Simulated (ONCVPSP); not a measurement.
Before and after: ONCV potential for Pd

```
Element                 : Pd
Generator               : ONCVPSP 4.0.1
Type                    : optimised norm-conserving Vanderbilt (ONCV)
Functional              : PBE
Relativity              : non-relativistic
Frozen core             : [Ar] 3d10
Valence charge          : 18
Reference configuration : 4s2 4p6 4d10
Partial waves           : 4s: rc 1.30 bohr, ncon 4, nbas 7, qcut 9.2 1/bohr, 3 projectors, debl 0.5 Ha; 4p: rc 1.40 bohr, ncon 5, nbas 8, qcut 12.3 1/bohr, 2 projectors, debl 3.3 Ha; 4d: rc 1.95 bohr, ncon 4, nbas 8, qcut 7.4 1/bohr, 2 projectors, debl 0.4 Ha
Local potential         : polynomial inside 1.10 bohr (lpopt 4, dvloc0 0 Ha)
Core correction         : Teter function, fcfact 2.5, rcfact 1.75
```

In the s channel the program set the typed energies aside and used -2.887, 0.250, 0.750 Ha.

All-electron outer shells of the reference configuration (PBE, non-relativistic, ld1.x):

| shell | level (eV) | outermost node (bohr) | outermost maximum (bohr) |
| --- | --- | --- | --- |
| 4s | -78.57 | 0.47 | 0.88 |
| 4p | -49.24 | 0.46 | 0.92 |
| 4d | -4.11 | 0.45 | 1.09 |

Change: core correction Teter function, fcfact 2.5, rcfact 2.04.

Cutoffs: the cutoffs (Ha) at which the residual kinetic energy of the hardest occupied pseudo-wave falls to 1 and 0.1 mHa per electron; they do not see the model core or the augmentation charge, which bear on the density cutoff. Errors are all-electron minus pseudo energies relative to the spin-unpolarised reference configuration.

Problem. Predict the effect on cutoff, ghosts and configuration errors.

Solution. The potential gets neither clearly harder nor softer (50 Ha and 59 Ha → 50 Ha and 59 Ha); of the 3 tests that both files solve, the error grows in 0 and shrinks in 2 by more than 15 % and 0.3 meV (median size 12.6 → 0.8 meV); neither file shows a bound ghost. A model core, the more so a compact one, raises the density cutoff, which this test does not measure.

| quantity | base | changed |
| --- | --- | --- |
| cutoff, loose | 50 Ha | 50 Ha |
| cutoff, tight | 59 Ha | 59 Ha |
| bound ghosts | none | none |
| GHOST(+) flags under 300 eV | none | none |
| tests with a reliable result | 3 of 4 | 3 of 4 |
| error for 4s2 4p6 4d9, meV [ΔE 9.25 eV] | +1.0 | -0.8 |
| error for 4s2 4p6 4d8, meV [ΔE 30.36 eV] | +13 | 0.0 |
| error for 4s2 4p6 4d8 5s1, meV [ΔE 14.79 eV] | +19 | +7.6 |
| s: phases at 1.32 bohr within 0.05 rad from the reference energy up to (Ha; the scan ends near 5) | to the end of the scan | to the end of the scan |
| p: phases at 1.42 bohr within 0.05 rad from the reference energy up to (Ha; the scan ends near 5) | to the end of the scan | to the end of the scan |
| d: phases at 1.98 bohr within 0.05 rad from the reference energy up to (Ha; the scan ends near 5) | 2.3 | 2.3 |
| rms error of d²Exc/dni dnj with the model core, mHa | 2.47 | 4.54 |
